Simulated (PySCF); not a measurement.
**Fractional electron number in Cr²⁺ (chromium, charge +2)**

The 3d alpha orbital of [Ar] 3d4 is emptied in steps (occupation f), with all orbitals relaxed, ending at [Ar] 3d3. Calculation: PySCF 2.14, in aug-pcseg-2; no relativity, point nucleus. The exact energy is a straight line in f; departures are measured from the line between the end points of the same method.

| f | CAM-B3LYP (eV) |
| --- | --- |
| 1 | 0.000 |
| 0.75 | -0.749 |
| 0.5 | -1.011 |
| 0.25 | -0.767 |
| 0 | 0.000 |

**Question.** For CAM-B3LYP, how does the orbital energy at f = 1 compare with the removal energy?

**Answer.** −ε = 27.552 eV against a total-energy difference of 31.493 eV. By Janak's theorem ε = ∂E/∂f, so the gap between them reflects the curvature. Along the path −ε is 29.458 (f = 0.75), 31.445 (f = 0.5), 33.504 (f = 0.25) eV.

Reference removal energy between the ground levels: 30.959 ± 0.025 eV (measured; NIST Atomic Spectra Database, ionization energies). The calculation has no spin-orbit coupling. The determinant left behind need not be the lowest term of the ion.
